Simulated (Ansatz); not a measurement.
The cluster Cs3I2⁺, relaxed as a singlet with RKS r2SCAN-D4/def2-SVP in Ansatz, starting from the GFN1-xTB geometry. Force threshold 0.02 eV/Å.

In the def2 sets Cs, I take a core potential; there is no spin–orbit coupling. The structure comes from a short search, and lower isomers may exist.

Start:

Cartesian coordinates in Å:
```
Cs -1.372 -2.647 3.197
Cs -0.358 0.908 -2.926
Cs 1.045 0.502 1.143
I 2.509 2.640 -1.295
I -1.823 -1.403 -0.119
```

```
         step  energy (eV)  largest force component (eV/Å)  SCF passes
            1  -17856.5744                           0.472          16
            2  -17856.7271                           0.329          16
            3  -17856.8839                           0.211          16
            4  -17857.0110                           0.158          16
            5  -17857.1000                           0.143          16
            6  -17857.1702                           0.125          16
            7  -17857.2230                           0.115          16
            8  -17857.2637                           0.085          16
            9  -17857.2893                           0.060          16
           10  -17857.3030                           0.034          16
11 (rejected)  -17857.2931                           0.100          17
           12  -17857.3056                           0.011          17
           13  -17857.3060                           0.011          17
```

Force components are those of the run's own axes.

End:

Cartesian coordinates in Å:
```
Cs -2.657 -3.459 2.468
Cs -0.732 0.482 -2.874
Cs 2.155 1.414 1.539
I 2.012 2.507 -1.843
I -0.779 -0.944 0.709
```

By distances, no bond broke or formed, bridged metal pairs apart. The bond that changes most is Cs3–I5, from 3.67 to 3.85 Å (atoms count from 1). Metal–metal contacts that move far: Cs1–Cs3 4.47 to 6.91 Å. The end is the same structure that another start reached.

The force fell under the threshold at step 12, but the optimiser went on. No frequencies were taken in this run, so the end may be a saddle point.

Run time 49 s (4 threads of Arm Neoverse V1 on a shared host).
